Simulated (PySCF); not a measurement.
## IrSe2 at several levels of theory

All levels use the PBE0 minimum (doublet; Ir–Se 2.171 Å (×2); Se–Ir–Se 127.0°), basis [Ir def2-TZVP with ECP60, Se def2-TZVP], scalar-relativistic core potentials, density fitting, no spin–orbit coupling, PySCF. For vertical energies the ionised species is a triplet (spins chosen at PBE0 and kept) and the electron-attached one a singlet. Atomisation goes to high-spin ground-configuration atoms, without zero-point energy. Open shells are unrestricted, also as the reference of the correlated levels. A dash marks a value that was not computed or is not defined at that level.

```
 level  atomisation (kJ/mol)  vertical IP (eV)  vertical EA (eV)  −ε(HOMO) (eV)  dipole (D)
  PBE0                   708              8.56              2.67           6.83        0.31
    HF                    77              7.80              2.27           8.70        1.13
   MP2                   778              9.04              3.09              –           –
   PBE                   835              8.42              2.47           5.60        0.01
r2SCAN                   776              8.53              2.56           5.94        0.16
 B3LYP                   685              8.58              2.68           6.62        0.23
 TPSSh                   748              8.48              2.55           6.21        0.26
```

Spin contamination in at least one species weakens the values at: HF, MP2.

Without diffuse functions attachment energies tend to come out too low.

Other spin states or occupations of the open shell can lie lower. Spin–orbit coupling, left out here, can matter for elements this heavy.
